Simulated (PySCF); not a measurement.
Species: C₄H₄NO₂ (charge -1).
Atom-mapped SMILES: `[CH3:1][C@H:2]([C:3]#[N:4])[C:5](=[O:6])[O-:7]` (hydrogens: H8, H9, H10 on C1; H11 on C2)

Structure optimised with GFN2-xTB, isolated species.

(1) Give the optimised bond lengths and angles.

Answers

(1) 
| bond | length (pm) |
| --- | --- |
| C1–C2 | 152.5 |
| C2–C3 | 141.5 |
| C3≡N4 | 115.3 |
| C2–C5 | 166.9 |
| C5=O6, C5–O7 | 122.3 |
| C1–H8, C1–H9, C1–H10 | 109.1 |
| C2–H11 | 109.5 |

Bonds in one row agree within 1 pm and their mean is given. A selection of angles:
| angle | degrees |
| --- | --- |
| C2–C1–H8 | 111.9 |
| C2–C1–H9 | 109.8 |
| H8–C1–H9 | 108.9 |
| H9–C1–H10 | 108.2 |
| C1–C2–C3 | 112.3 |
| C1–C2–C5 | 109.5 |
| C1–C2–H11 | 112.2 |
| C3–C2–C5 | 107.3 |
| C3–C2–H11 | 109.5 |
| C5–C2–H11 | 105.6 |
| C2–C3–N4 | 178.8 |
| C2–C5–O6 | 112.9 |
| O6–C5–O7 | 132.9 |

Dihedral angles: C1–C2–C5–O6 -143° (anticlinal).

The C–C distances run from 1.415 Å (C2–C3, drawn single) to 1.669 Å (C2–C5, drawn single), a spread of 0.254 Å. Of the pairs four or more bonds apart, O7···H10 is among the closest relative to their van der Waals radii: 2.43 Å, 89 % of the sum of Bondi's values. C5 (carboxylate carbon) is planar (angles 132.9°, 114.1° and 112.9°, sum 360.0°, 0.01 Å off the plane of its three neighbours).

Point group: C1 (no symmetry element, even within 0.4 Å). No frequency check.

One conformer stands for the species.

These are computed values.
